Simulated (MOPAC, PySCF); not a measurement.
C₃H₆Ge, SMILES `C=C=[CH][GeH3]`, neutral singlet in the gas phase. 

Cartesian coordinates (Å):
SMILES: C(=C)=[CH][GeH3]
```xyz
10

C      2.1786     0.2207    -0.3882
C      1.0387    -0.3055    -0.0460
C     -0.1146    -0.7988     0.2876
Ge    -1.7440     0.2520     0.1647
H      2.7950     0.7406     0.3370
H      2.5465     0.1464    -1.4058
H     -0.1734    -1.8239     0.6459
H     -1.3948     1.6400    -0.3866
H     -2.3854     0.3809     1.5576
H     -2.7465    -0.4524    -0.7662
```
Charge 0, spin multiplicity 1.

All levels are single points at this geometry (PBE0-D3(BJ)/def2-TZVP); Pople sets use spherical d functions. Orbital energies aren't observables, and empty levels follow the basis.

| level | HOMO (eV) | LUMO (eV) | gap (eV) | dipole (D) | vertical IE, Delta-SCF (eV) |
|---|---|---|---|---|---|
| ωB97X-D3(BJ)/def2-TZVP in PySCF | -9.78 | 2.15 | 11.93 | 0.29 | 9.61 |
| B3LYP/3-21G in PySCF | -6.97 | 0.26 | 7.22 | 0.26 | – |
| B3LYP/6-311+G** (LANL2DZ on Ge) in PySCF | -7.22 | -0.25 | 6.97 | 0.14 | – |
| B3LYP/LANL2DZ in PySCF | -7.11 | 0.09 | 7.19 | 0.15 | – |
| M06-2X/6-31G* in PySCF | -8.34 | 1.27 | 9.61 | 0.32 | – |
| PBE/6-31G* in PySCF | -6.02 | -0.61 | 5.41 | 0.39 | 9.19 |
| SVWN5/6-31G* in PySCF | -6.14 | -0.74 | 5.39 | 0.36 | – |
| HF/STO-3G in PySCF | -7.92 | 8.49 | 16.40 | 0.50 | – |
| PM6 in MOPAC | -9.91 | 0.60 | 10.51 | 0.57 | – |
